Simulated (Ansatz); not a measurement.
`C[SiH](N)Br` → `[CH3]`• + `N[SiH]Br`•  (homolysis of the C–Si bond)

Computed with Ansatz on PBE0-D4/def2-TZVP structures; ΔE is electronic, products minus reactants. CBS: MP2 limit from def2 TZ/QZ plus the TZ coupled-cluster correction, frozen cores. This one scheme is used for every species. DFT in def2-TZVPP. B3LYP here is the variant with VWN-RPA as its local correlation; programs differ in this. HSE06 is defined as in plane-wave codes. Open shells (•) are unrestricted, without spin–orbit coupling. For Br outer-core shells are correlated without core-valence functions, which leaves a few kJ/mol of doubt a bond. Scalar relativity is left out up to krypton. One conformer a species, not always the lowest.

```json
{"level": "PBE-D4", "ΔE (kcal/mol)": "92.1", "difference from CCSD(T)/CBS": "-5.0"}
{"level": "HSE06-D4", "ΔE (kcal/mol)": "92.9", "difference from CCSD(T)/CBS": "-4.2"}
{"level": "CAM-B3LYP-D4", "ΔE (kcal/mol)": "92.9", "difference from CCSD(T)/CBS": "-4.2"}
{"level": "B2PLYP", "ΔE (kcal/mol)": "91.9", "difference from CCSD(T)/CBS": "-5.2"}
{"level": "PBE-QIDH", "ΔE (kcal/mol)": "95.4", "difference from CCSD(T)/CBS": "-1.7"}
{"level": "PBE", "ΔE (kcal/mol)": "90.3", "difference from CCSD(T)/CBS": "-6.8"}
{"level": "B3LYP", "ΔE (kcal/mol)": "88.0", "difference from CCSD(T)/CBS": "-9.1"}
{"level": "r2SCANh", "ΔE (kcal/mol)": "88.4", "difference from CCSD(T)/CBS": "-8.7"}
{"level": "r2SCAN0", "ΔE (kcal/mol)": "88.6", "difference from CCSD(T)/CBS": "-8.5"}
{"level": "CAM-B3LYP", "ΔE (kcal/mol)": "91.3", "difference from CCSD(T)/CBS": "-5.8"}
{"level": "LC-ωPBE", "ΔE (kcal/mol)": "92.4", "difference from CCSD(T)/CBS": "-4.7"}
{"level": "HF/def2-SVP", "ΔE (kcal/mol)": "71.1", "difference from CCSD(T)/CBS": "-26.0"}
{"level": "MP2/def2-SVP", "ΔE (kcal/mol)": "94.9", "difference from CCSD(T)/CBS": "-2.2"}
{"level": "CCSD/def2-SVP", "ΔE (kcal/mol)": "90.5", "difference from CCSD(T)/CBS": "-6.6"}
{"level": "CCSD(T)/def2-SVP", "ΔE (kcal/mol)": "91.8", "difference from CCSD(T)/CBS": "-5.3"}
{"level": "HF/def2-QZVPP", "ΔE (kcal/mol)": "69.7", "difference from CCSD(T)/CBS": "-27.4"}
{"level": "CCSD(T)/CBS", "ΔE (kcal/mol)": "97.1", "difference from CCSD(T)/CBS": "0"}
```

Largest T1 diagnostic among the species: 0.012.

The D4 term adds +2.9 kcal/mol with B3LYP and +1.6 kcal/mol with PBE0; it sums over pairs of atoms, weighted by their polarisabilities, and B3LYP, whose exchange is more repulsive, gets the larger term. In def2-TZVPP, CCSD(T) changes the Hartree–Fock value by +24.9 kcal/mol (the triples alone add +1.9 kcal/mol) and MP2 by +28.4 kcal/mol; breaking electron pairs costs correlation energy, which Hartree–Fock lacks. From BLYP to BHLYP (50 % exact exchange), in def2-TZVPP and without D4, ΔE moves by +4.1 kcal/mol.
